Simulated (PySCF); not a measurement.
Fe(Cp)(CO)2(Me), C8H8FeO2, singlet (GFN2-xTB optimised geometry):

```
19

Fe    -0.398    -0.221     0.000
C      1.929    -0.221     0.000
C      1.458     1.109     0.000
C      0.729     1.315    -1.202
C      0.731     0.105    -1.924
C      1.456    -0.855    -1.169
H      2.588    -0.658     0.733
H      1.735     1.876     0.705
H      0.354     2.262    -1.554
H      0.353    -0.038    -2.924
H      1.733    -1.840    -1.508
O     -2.588    -1.876    -0.890
C     -1.692    -1.238    -0.565
O     -2.494     1.353     1.205
C     -1.635     0.760     0.731
C     -0.423    -1.317     1.686
H      0.107    -2.246     1.471
H     -1.385    -1.579     2.121
H      0.139    -0.761     2.437
```

Level of theory: PBE0/def2-SVP (PySCF 2.14.0).

Q: What are the frontier orbital energies and the dipole moment?

A: HOMO-2 -7.33 eV, HOMO-1 -6.94 eV, HOMO -6.62 eV, LUMO -1.09 eV, LUMO+1 -0.93 eV; dipole moment 2.57 D.

Meta-Löwdin charges at PBE0/def2-SVP: Fe1 0.71, C2 -0.16, C3 -0.21, C4 -0.19, C5 -0.18, C6 -0.21, H7 0.12, H8 0.12, H9 0.12, H10 0.12, H11 0.12, O12 -0.22, C13 0.15, O14 -0.22, C15 0.15, C16 -0.52, H17 0.09, H18 0.09, H19 0.09.
